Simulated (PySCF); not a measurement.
Computed IR spectrum (relative IR intensity) of a molecule FH6NOSi2. The structure is a stationary point at PBE0-D3(BJ)/def2-SVP. The values are those of a single conformer. Calculation: PBE0-D3(BJ)/def2-SVP (PySCF). Frequencies are harmonic and unscaled.

Lines under 2 % of the strongest are left out, and lines within 2 cm⁻¹ are merged.

```tsv
ν (cm⁻¹)	relative intensity
227	3.2
255	2.5
343	3.9
403	45
553	4.8
604	2.8
709	23
808	8.6
873	3.3
879	6.0
903	12
924	95
942	41
977	31
992	10
1111	100
1545	9.3
2248	14
2267	33
2273	21
2293	23
3618	6.9
3718	7.9
```

Pick the molecule that these values belong to.
(A) N[Si@@](O)(F)[SiH3]
(B) N[SiH2]O[SiH2]F
(C) N[Si@@H](O)[SiH2]F
(D) N[SiH2][Si@@H](O)F

B, N[SiH2]O[SiH2]F
